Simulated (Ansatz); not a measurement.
AlClFHZn, relaxed with RKS PBE0-D4/def2-TZVP in Ansatz 0.2.0 from a PBE-D4/def2-SVP geometry. The force threshold is 0.005 eV/Å; the program also tests the step.

The species carries charge 0 and has multiplicity 1. The bonds changed during the relaxation, so this is another structure than the one it started from.

Start:

```xyz
5

F    -1.264   -0.545    1.166
Al    0.125    0.043    0.418
Cl    0.106    2.099   -0.119
Zn   -0.460   -0.860   -2.088
H     1.494   -0.736    0.623
```

| step | energy (eV) | largest force (eV/Å) | largest move (Å) |
| --- | --- | --- | --- |
| 1 | -70261.7921 | 0.592 | 0.000 |
| 2 | -70261.8133 | 0.395 | 0.035 |
| 3 | -70261.8238 | 0.044 | 0.049 |
| 4 | -70261.8243 | 0.012 | 0.012 |
| 5 | -70261.8244 | 0.003 | 0.006 |

End:

```xyz
5

F    -1.246   -0.539    1.122
Al    0.138    0.064    0.453
Cl    0.123    2.099   -0.074
Zn   -0.508   -0.918   -2.146
H     1.493   -0.705    0.645
```

It took 21 s on 2 threads of an Arm Neoverse V2 on a shared host, with 0.43 GiB of host memory at the peak.
